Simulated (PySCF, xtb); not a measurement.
VBr4, SMILES [Br][V]([Br])([Br])[Br] (connectivity only; charge and spin as stated), neutral, multiplicity 2.

Harmonic wavenumbers (cm⁻¹) from GFN2-xTB (xtb) at its own minimum, in rising order: 47, 47, 75, 75, 75, 216, 340, 341, 342.

Problem. What does PBE-D3(BJ)/def2-SVP in PySCF give at its own minimum? (The exact figures need the calculation; the answer reports its results.)

Solution. 49, 74, 77, 77, 94, 224, 369, 369, 392. Paired by order, the mean absolute difference is 18 cm⁻¹ and the zero-point energies are 2.2 and 2.5 kcal/mol.
